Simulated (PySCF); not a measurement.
C2H6Cl2Sn, SMILES C[CH2][SnH]([Cl])[Cl].

Coordinates come from a B3LYP-D3(BJ)/def2-SVP optimisation. The structure was generated by enumeration; whether it is a known compound was not checked. The def2 effective core potentials stand for the cores of Sn; spin–orbit coupling is left out. Other conformers were not sampled.

Method: TDDFT-PBE/def2-SVPD in PySCF 2.14.0.

Vertical excitations. The molecule is in vacuum. State labels are in the subgroup Cs.

| state | symmetry | energy (eV) | λ (nm) | f | main pairs |
|---|---|---|---|---|---|
| S1 | A' | 5.12 | 242 | 0.058 | HOMO→LUMO 93 % |
| S2 | A" | 5.31 | 234 | 0.027 | HOMO−1→LUMO 97 % |
| S3 | A" | 5.31 | 233 | 0.000 | HOMO−2→LUMO 99 % |
| S4 | A' | 5.43 | 228 | 0.020 | HOMO−3→LUMO 97 % |
| S5 | A" | 5.95 | 209 | 0.001 | HOMO→LUMO+1 98 % |
| S6 | A' | 6.00 | 207 | 0.009 | HOMO−4→LUMO 83 %, HOMO→LUMO+2 14 % |
| S7 | A' | 6.27 | 198 | 0.010 | HOMO−1→LUMO+1 97 % |
| S8 | A' | 6.36 | 195 | 0.007 | HOMO−2→LUMO+1 96 % |
| S9 | A" | 6.45 | 192 | 0.001 | HOMO−3→LUMO+1 77 % |
| S10 | A' | 6.50 | 191 | 0.106 | HOMO→LUMO+2 72 % |
| T1 | A' | 4.51 | 275 | 0 | HOMO→LUMO 98 % |
| T2 | A" | 4.91 | 252 | 0 | HOMO−1→LUMO 99 % |
| T3 | A" | 5.05 | 245 | 0 | HOMO−2→LUMO 99 % |
| T4 | A' | 5.07 | 244 | 0 | HOMO−3→LUMO 99 % |
Triplets are in the Tamm–Dancoff approximation, which puts them higher than full response would, so one can lie above its singlet here.
